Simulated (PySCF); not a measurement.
## Dipole moment and polarisability of ScCl

ScCl (singlet state).
SMILES with atom numbers: `[Cl:1][Sc:2]`

Cartesian coordinates in Å at the PBE0-D3(BJ)/def2-SVP level; atoms count from 1:
```
atom  x, y, z in Å
Cl1    1.1047   -0.0028   -0.0029
Sc2   -1.1020    0.0040   -0.0113
```

Level: PBE0/def2-SVPD (PySCF), static field, nuclei fixed, core orbitals frozen in the response. The polarisability tensor in these axes (au):

```
x   122.70  -0.02   0.03
y    -0.02 115.27   0.00
z     0.03   0.00 115.27
```

Q: Give the principal values, the mean and the anisotropy Δα = √{½[(α1 − α2)² + (α2 − α3)² + (α1 − α3)²]}.

A: Principal values 115.27, 115.27 and 122.70 au; mean 117.75 au = 17.45 Å³ = 19.41 × 10⁻⁴⁰ C²·m²/J; Δα = 7.43 au (6 % of the mean).

Q: What is the dipole moment, and where does it point?

A: (-2.90, 0.01, -0.01) D, 2.90 D in size, pointing from the negative to the positive side. Measured along this direction, the outermost atoms are Cl1 at the negative end and Sc2 at the positive end.

Q: Molar refractivity from α?

A: Lorentz–Lorenz: R = (4π/3)N_A α = 2.5225 cm³/(mol·Å³) × 17.45 Å³ = 44.0 cm³/mol, in the limit of long wavelengths.

Q: Find the Langevin capture rate constant for H3O+ (19.018 u) meeting this molecule (79.925 u), k = 2.342 × 10⁻⁹ cm³/s × √(α in Å³ / reduced mass in u).

A: The reduced mass is 15.36 u, so k = 2.50 × 10⁻⁹ cm³/s. The formula leaves out the permanent dipole, which adds to the capture rate.

Q: What depolarisation ratio follows for Rayleigh scattering of linearly polarised light, taking the static tensor?

A: ρ = 3Δα²/(45ᾱ² + 4Δα²) = 165.6/(623926 + 220.8) = 0.000265.

Q: Orientational against electronic polarisability at 273 K (dilute gas, rigid molecules)?

A: In Gaussian units μ²/3kT = 74.20 Å³ against 17.45 Å³, a ratio of 4.25; the Debye molar polarisation (4π/3)N_A(α + μ²/3kT) is 231.2 cm³/mol, leaving out the vibrational part.

Isolated species at its PBE0-D3(BJ)/def2-SVP geometry, gas phase.
